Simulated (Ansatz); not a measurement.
Consider the cleavage of the B–Si bond: `OB(O)[SiH2]F` + H–F → `OB(O)F` + `F[SiH3]`.

Isolated molecules relaxed with PBE0-D4/def2-TZVP in Ansatz; ΔE leaves out vibrations. CCSD(T)/CBS adds triple-zeta CCSD(T) − MP2 to the extrapolated MP2 energy (def2 sets, frozen cores). This one scheme is used for every species. DFT in def2-TZVPP. HSE06 is defined as in plane-wave codes. One conformer a species, not always the lowest.

| level | ΔE (kJ/mol) |
| --- | --- |
| HSE06-D4 | -160.2 |
| MP2/def2-SVP | -196.9 |
| MP2/CBS(def2) | -167.3 |
| CCSD/CBS(def2) | -170.2 |

(1) What does CCSD(T)/CBS give? (Estimate.)

Largest T1 diagnostic among the species: 0.013.

Answers

(1) Computed: -165.5 kJ/mol. The listed levels differ from it by 5.3, -31.4, -1.8, -4.7 kJ/mol.

From r2SCAN to r2SCAN0 (25 % exact exchange), in def2-TZVPP and without D4, ΔE moves by −4.0 kJ/mol. Leaving LDA and LC-ωPBE aside and taking each functional with its dispersion term where it has one, the values, not all of them listed here, spread over 33.7 kJ/mol, from BHLYP-D4 to revPBE-D4. LDA lies −3.6 kJ/mol from PBE without D4.
